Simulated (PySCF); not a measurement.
**Threshold energies of InH in a plasma**

PBE0 in PySCF with def2-TZVPPD on every atom (core potentials on In), for the lowest determinant that a PBE0 search found; no spin–orbit coupling.

| species | state (unpaired electrons) | Re (Å) | ωe (cm⁻¹) | energy of the minimum from the neutral (eV) | De (eV) | dissociates to |
| --- | --- | --- | --- | --- | --- | --- |
| InH | singlet (closed shell) | 1.850 | 1458 | 0.00 | 2.63 | In + H |
| InH⁺ | doublet (σ ↑) | 1.850 | 1072 | 7.92 | 0.32 | In⁺ + H |

Task: Work out the lowest energy to break InH into atoms, from its vibrational ground state.

Result: D0 = De − ωe/2 = 2.63 − 0.09 = 2.54 eV (PBE0/def2-TZVPPD).

Task: Work out the ionisation energy of the In atom at this level and the threshold of dissociative ionisation.

Result: IE(In) = 7.92 + 0.32 − 2.63 = 5.61 eV, so In⁺ + H + e⁻ appears at D0 + IE(In) = 8.15 eV (PBE0/def2-TZVPPD). The measured IE(In) is 5.786 eV (NIST ASD).

These are thermodynamic thresholds; the onsets seen under electron impact lie higher where the geometry changes, and cross-sections peak well above them.

Weak bonds: InH⁺. Basis-set superposition, not corrected here, can be much of De in a small basis, most of all at correlated wavefunction levels. Functionals without a dispersion term scatter widely for such bonds, and LDA overbinds them. Spin–orbit coupling is left out, which matters for elements this heavy, above all for dissociation energies. For an ion De counts to the pair picked by the measured ionisation energies or electron affinities, which need not be the lowest pair at this level. States were picked by a PBE0 search and need not be the measured ground states.
